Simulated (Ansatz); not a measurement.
Cartesian coordinates in Å:
```
O -0.225 1.316 -1.052
B -0.893 0.290 -0.449
O -2.231 0.128 -0.673
O -0.211 -0.562 0.370
Si 1.386 -0.581 0.796
H -0.797 1.853 -1.605
H -2.588 -0.625 -0.197
H 2.245 -0.757 -0.401
H 1.755 0.673 1.499
H 1.559 -1.735 1.710
```

Charge 0, multiplicity 1.

**Question.** List the PBE0/def2-TZVPP orbital energies in eV (Ansatz 0.2.0). (An estimate is asked.)

**Answer.** Ansatz gave: Occupied: -1803.04, -522.99, -522.97, -522.83, -186.23, -145.30, -100.00, -99.94, -99.94, -29.51, -28.38, -28.04, -16.57, -15.70, -15.43, -13.10, -12.14, -11.43, -10.87, -10.40, -10.40, -9.45, -9.19, -8.95. Lowest empty: 0.15, 1.20, 1.62, 1.70, 1.78, 2.25, 2.40, 3.53.
